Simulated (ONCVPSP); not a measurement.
## Pb (Z = 82), ONCV: configuration errors across variants

ONCVPSP 4.0.1 input, shortened (lines: element, Z, core and valence counts, functional; n l f; lmax; l rc ep ncon nbas qcut; lloc lpopt rc5 dvloc0; l nproj debl; icmod fcfact rcfact), PBEsol, scalar-relativistic:

```
  Pb 82.00   10    5  -116133      upf
    1    0    2.00
    2    0    2.00
    2    1    6.00
    3    0    2.00
    3    1    6.00
    3    2   10.00
    4    0    2.00
    4    1    6.00
    4    2   10.00
    4    3   14.00
    5    0    2.00
    5    1    6.00
    5    2   10.00
    6    0    1.50
    6    1    2.50
    2
    0    1.45    0.00    4    8    6.70
    1    1.40    0.00    3    8    8.50
    2    1.75    0.00    4    8   10.40
    4    5    1.10    6.00
    0    2    3.10
    1    2    0.80
    2    2    2.70
    2    0.55    1.15
```

All-electron excitation energies from the reference (eV): (1) 5s2 5p6 5d10 6s2 6p2 -4.338; (2) 5s2 5p6 5d10 6s2 6p1 2.261; (3) 5s2 5p6 5d10 6s2 6p0 15.708; (4) 5s2 5p6 5d9 6s2 6p3 14.949.

1 further variants failed, have other tests or too few solved ones, and are left out.

Errors AE − PS in meV (a dash: test not solved or not reliable):

| change | (1) | (2) | (3) | (4) | bound ghosts | GHOST(+) flags above zero |
| --- | --- | --- | --- | --- | --- | --- |
| base | +0.2 | -2.4 | -8.3 | -12 | none | none |
| d: rc 1.54 | +0.2 | -2.4 | -8.3 | -11 | none | none |
| p: ncon 4, nbas 9 | +0.2 | -2.5 | -8.4 | -12 | none | none |
| core correction Teter function fitted to the true core (icmod 2), fcfact 0.8 | +0.2 | -2.4 | -8.3 | -12 | none | none |

(1) Give the same row for: p: rc 0.92; local potential polynomial inside 0.92 bohr (lpopt 5, dvloc0 6 Ha).

## Answers

(1) +0.5, -0.9, -4.8, -12; bound ghosts: none; GHOST(+) flags above zero: s, p.
